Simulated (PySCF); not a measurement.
# Correlation energy of Rh (rhodium, neutral)

[Kr] 4d7 5s2, high-spin 4F determinant (an excited configuration). All numbers are calculated (PySCF 2.14, scalar relativity through the core potential, in def2-QZVPPD with the def2 core potential (28 electrons) (7s5p4d4f2g, 88 functions)). Frozen: nothing; 17 electrons correlated.

MP2 pair energies summed by pair of shells (mhartree):

| pair | energy | share (%) |
| --- | --- | --- |
| 4p-4d | -186.77 | 32.0 |
| 4d-4d | -163.79 | 28.1 |
| 4p-4p | -67.39 | 11.6 |
| 4d-5s | -61.78 | 10.6 |
| 4s-4p | -32.46 | 5.6 |
| 4s-4d | -28.65 | 4.9 |
| 5s-5s | -20.46 | 3.5 |
| 4p-5s | -15.32 | 2.6 |
| 4s-4s | -5.22 | 0.9 |
| 4s-5s | -1.15 | 0.2 |

Total MP2 correlation energy: -583.00 mhartree.

Same-spin part -180.42 and opposite-spin part -402.58 mhartree; SCS-MP2 scales them by 1/3 and 6/5 to -543.24 mhartree.

The basis has no tight functions for the innermost shells, so their pair energies are far from complete.

This basis was not built for core-valence correlation, so the inner-shell part is incomplete.
